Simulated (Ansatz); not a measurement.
A series at B: from `CB(C)C`, ligands are replaced one by one, each step taking up NH₃ and setting free CH₄; n counts the steps. Ansatz, PBE0-D4/def2-TZVP geometries. Each molecule was computed in one conformer, which needn't be the lowest.

CBS adds triple-zeta CCSD(T) − MP2 to the MP2 limit, frozen cores; atoms without spin–orbit coupling. 

```json
{"n": "0", "molecule": "`CB(C)C`", "atomization energy, CCSD(T)/CBS (kJ/mol)": "5021.3"}
{"n": "1", "molecule": "`CB(C)N`", "atomization energy, CCSD(T)/CBS (kJ/mol)": "4644.8"}
{"n": "2", "molecule": "`CB(N)N`", "atomization energy, CCSD(T)/CBS (kJ/mol)": "?"}
{"n": "3", "molecule": "`NB(N)N`", "atomization energy, CCSD(T)/CBS (kJ/mol)": "3784.6"}
```

Task: By hand: fit a straight line y = ȳ + b (n − n̄) to the 3 given rows and predict n = 2.

Result: n̄ = 1.333, ȳ = 4483.57; Σ(n − n̄)(y − ȳ) = -1935.67, Σ(n − n̄)² = 4.667, so b = -414.76 kJ/mol a step. Prediction: 4483.57 + (-414.76) × (0.667) = 4206.9 kJ/mol.

Task: By hand: compare with the computed value, 4224.0 kJ/mol, and give the steps along the whole series.

Result: The line misses by 17.1 kJ/mol (computed minus predicted). Steps: -376.5, -420.8, -439.4 kJ/mol.

The steps grow at each stage, from -376.5 to -439.4 kJ/mol, so the series is curved. The miss is 1.4 % of the series' range. The energies themselves are unsure by some kJ/mol a bond, though much of that is common to the series.
